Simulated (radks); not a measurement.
Species: the praseodymium ion Pr2+. Configuration: [Xe] 4f3. All-electron calculation, scalar-relativistic Kohn-Sham, LDA (Slater exchange, Perdew-Wang correlation), spin-polarised, spherical densities, point nucleus; open shells are filled with parallel spins first (spin-orbit coupling, left out, can overturn this in heavy ions). Program: a radial shooting solver on a logarithmic mesh with Libxc functionals.

Local quantities along the radius. ELF = 1/(1 + alpha^2) is the electron localisation function; alpha = (tau - tau_W)/tau_unif compares the Pauli kinetic energy density with that of the uniform gas (summed over spins); 4 pi r^2 rho is in e/bohr; r v_xc is r times the local exchange-correlation potential of spin up (hartree bohr). tau is taken from the large components.

r (bohr)	ELF	alpha	4 pi r^2 rho	r v_xc
0.001782	0.999	0.02544	7.658	-0.1016
0.002377	0.999	0.02758	12.00	-0.1299
0.003195	0.999	0.03136	18.58	-0.1659
0.004296	0.999	0.03775	27.83	-0.2095
0.005776	0.998	0.04884	39.87	-0.2607
0.007703	0.995	0.06850	53.45	-0.3165
0.01036	0.988	0.1086	66.94	-0.3768
0.01392	0.962	0.1976	76.04	-0.4342
0.01857	0.860	0.4037	77.32	-0.4811
0.02497	0.566	0.8764	71.90	-0.5190
0.03357	0.332	1.419	68.49	-0.5645
0.04478	0.417	1.182	77.48	-0.6482
0.0602	0.677	0.6906	95.95	-0.7691
0.08094	0.734	0.6023	101.2	-0.8658
0.1088	0.480	1.040	84.30	-0.9018
0.1451	0.348	1.368	75.71	-0.9610
0.1951	0.650	0.7337	87.57	-1.117
0.2623	0.735	0.6006	75.60	-1.181
0.3499	0.304	1.511	41.08	-1.077
0.4704	0.385	1.263	34.49	-1.139
0.6325	0.748	0.5809	37.73	-1.306
0.8436	0.541	0.9218	23.01	-1.248
1.134	0.292	1.556	11.46	-1.126
1.525	0.613	0.7950	8.018	-1.113
2.05	0.690	0.6698	4.197	-1.009
2.734	0.343	1.383	1.182	-0.7636
3.676	0.025	6.254	0.1494	-0.4627
4.943	0.000	55.01	0.008518	-0.2213
6.592	0.000	492.7	0.0002945	-0.08776

On this mesh the ELF has minima near r = 0.034, 0.15, 0.41, 1.1 bohr, which separate the shells, and maxima near 0.070 (0.74), 0.23 (0.74), 0.63 (0.75), 1.8 (0.71).
